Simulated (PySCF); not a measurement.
A GIAO shielding run with PySCF 2.14 (density fitting, non-relativistic, gas phase) on SMILES CO[SiH2]S[SiH2]SC, C2H10OS2Si2:

```
$ OMP_NUM_THREADS=1 python probes_run.py task.json out

{"job": {"kind": "nmr", "xc": "PBE0", "basis": "pcSseg-1"}, "charge": 0, "multiplicity": 1}
C     -3.201804     1.449356     0.076931
O     -2.942556     0.159182    -0.401603
Si    -1.803412    -0.899600    -0.002269
S      0.089689     0.121614     0.062402
Si     1.463974    -1.519901     0.172056
S      3.386382    -0.791533     0.737672
C      3.495053     0.780580    -0.180633
H     -3.692702     1.400209     1.051050
H     -2.275873     2.019543     0.171312
H     -3.862365     1.942064    -0.636820
H     -1.975718    -1.487329     1.320737
H     -1.851665    -1.816781    -1.119996
H      1.504751    -2.141286    -1.145290
H      1.081186    -2.441989     1.222297
H      2.572242     1.335845    -0.048855
H      3.674442     0.574271    -1.230816
H      4.331379     1.327786     0.240839
```

Hardware: 1 thread of an Arm Neoverse N1, shared host. The job also computes population analyses, field gradients.

(1) How large is the calculation?

(2) How long does it take, and how much memory does it need?

Results:

(1) 90 electrons, 197 basis functions and 1119 auxiliary functions.

(2) 50 s of wall time, with 13 SCF cycles and 4 response iterations; peak memory 0.83 GiB. Times on a shared host scatter by some tens of per cent.
